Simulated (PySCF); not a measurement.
Isomers of C5H6F2, one conformer each; single-point electronic energies without zero-point terms and without any empirical dispersion term.

Level: PBE0/pcSseg-1 in PySCF, non-relativistic, each on one gas-phase PBE0-D3(BJ)/def2-SVP geometry that isn't relaxed in the solvent. The solvent is an IEF-PCM continuum (van der Waals radii × 1.2). The model holds no explicit solvent molecules, cavitation or dispersion.

```csv
isomer,"relative energy, gas (kcal/mol)",dipole (D)
`C=C/C=C/C(F)F`,0.0,2.27
`FC(C(C=C)=C)F`,2.1,2.03
```

Task: How do the relative energies look in benzene (ε = 2.271)?

Result: 
```tsv
isomer	relative energy, solvent (kcal/mol)	E(solvent) − E(gas) (kcal/mol)	dipole in solvent (D)
`C=C/C=C/C(F)F`	0.0	-1.9	2.46
`FC(C(C=C)=C)F`	2.3	-1.7	2.22
```

The order is unchanged. Conformers: `[CH2:1]=[CH:2]/[CH:3]=[CH:4]/[CH:5]([F:6])[F:7]` with C1–C2–C3–C4 180°, C3–C4–C5–F6 -127°; `[CH2:1]=[CH:2][C:3](=[CH2:4])[CH:5]([F:6])[F:7]` with C1–C2–C3–C4 -175°, C2–C3–C5–F6 180°. `C=C/C=C/C(F)F` gains most from the continuum, and it has the largest gas-phase dipole. The gains span 0.2 kcal/mol, the gas-phase energies 2.1 kcal/mol.
